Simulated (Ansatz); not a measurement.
Relaxation of CH$_{3}$BSSi (7 atoms, charge 0, multiplicity 1), to a largest force component of 0.02 eV/Å in at most 50 steps.

Computed with RKS B3LYP-D4/6-31G* (Ansatz).

```xyz
7
Properties=species:S:1:pos:R:3
Si -0.769 1.600 0.588
C 0.028 0.098 0.196
B 0.650 -1.065 -0.115
S 1.478 -2.582 -0.490
H -1.748 2.278 -0.270
H -0.546 2.434 1.771
H 0.907 -2.764 -1.679
```

Task: Where does it end, and by what steps?

Result: The run converged. After 6 steps the energy has fallen by 0.100 eV; H6 moved furthest, 0.09 Å.

| step | energy less start (eV) | largest force component (eV/Å) | accepted |
| --- | --- | --- | --- |
| 0 | 0.0000 | 1.987 | yes |
| 1 | -0.0866 | 0.800 | yes |
| 2 | -0.0987 | 0.064 | yes |
| 3 | -0.0983 | 0.136 | no |
| 4 | -0.0995 | 0.030 | yes |
| 5 | -0.0999 | 0.052 | yes |
| 6 | -0.0999 | 0.013 | yes |

```xyz
7
Properties=species:S:1:pos:R:3
Si -0.751 1.594 0.570
C 0.015 0.146 0.192
B 0.620 -1.025 -0.141
S 1.465 -2.535 -0.462
H -1.756 2.255 -0.298
H -0.508 2.369 1.810
H 0.916 -2.804 -1.671
```

Time of the run: 26 s on 1 thread of Arm Neoverse V1, on a shared host, peak memory 0.16 GiB.
